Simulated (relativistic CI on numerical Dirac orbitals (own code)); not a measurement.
Calculated at this level of theory: Dirac-Coulomb-Breit CI, orbitals from a KLI potential per configuration, model QED (radiative potential, 1s self-energy scaled to tabulated hydrogen-like ionisation energies), unscaled Slater integrals (own radial code, finite nucleus).

CI space (outside the closed core [Ne]): 3s2.3p6.3d7, 3s2.3p5.3d8, 3s2.3p4.3d9, 3s.3p6.3d8, 3p6.3d9, 3s.3p5.3d9, 3s2.3p6.3d6.4s, 3s2.3p6.3d6.4p, 3s2.3p4.3d8.4s, 3s2.3p6.3d6.4d, 3s2.3p4.3d8.4p, 3s2.3p5.3d7.4s, 3s2.3p6.3d6.4f, 3s2.3p4.3d8.4d, 3s.3p5.3d8.4s, 3s2.3p5.3d7.4p, 3s.3p5.3d8.4p, 3s2.3p5.3d7.4d, 3s2.3p6.3d5.4s2, 3s.3p5.3d8.4d, 3s.3p6.3d7.4s, 3p6.3d8.4s, 3s2.3p5.3d7.4f, 3s2.3p6.3d5.4s.4p, 3p6.3d8.4p, 3s2.3p6.3d6.5s, 3s.3p6.3d7.4p, 3s2.3p6.3d5.4p2, 3s2.3p6.3d6.5p, 3p6.3d8.4d, 3s2.3p5.3d6.4s2, 3s2.3p6.3d6.5d, 3s2.3p6.3d6.5f, 3s.3p6.3d6.4s2, 3s2.3p5.3d7.5s, 3s2.3p6.3d6.6s. Levels of other configurations are missing.

At this charge energies of transitions that change n are usually good to better than 1 %, and those within a shell (Δn = 0) to a few per cent.

Outline of the computed level scheme of Ir LIII. Lowest level of each configuration: 3s2.3p6.3d7 4F_9/2 at 0.000 eV; 3s2.3p5.3d8 4G°_11/2 at 442.068 eV.

Some strong electric-dipole decays among the lowest 45 levels: 3s2.3p5.3d8 4D°_7/2 → 3s2.3p6.3d7 4F_9/2 (2.4e+12 s⁻¹); 3s2.3p5.3d8 2G°_7/2 → 3s2.3p6.3d7 4F_9/2 (2.0e+12 s⁻¹); 3s2.3p5.3d8 4S°_3/2 → 3s2.3p6.3d7 4P_5/2 (2.0e+12 s⁻¹); 3s2.3p5.3d8 2G°_9/2 → 3s2.3p6.3d7 2H_11/2 (1.7e+12 s⁻¹); 3s2.3p5.3d8 2P°_3/2 → 3s2.3p6.3d7 2D_5/2 (1.7e+12 s⁻¹); 3s2.3p5.3d8 2P°_1/2 → 3s2.3p6.3d7 2P_3/2 (1.5e+12 s⁻¹); 3s2.3p5.3d8 4D°_5/2 → 3s2.3p6.3d7 4F_7/2 (1.3e+12 s⁻¹); 3s2.3p5.3d8 2G°_7/2 → 3s2.3p6.3d7 2H_9/2 (1.2e+12 s⁻¹).

LS names give the leading component of a level, which can be under half, so a name can repeat, a term be missing and a line seem to break the LS rules.
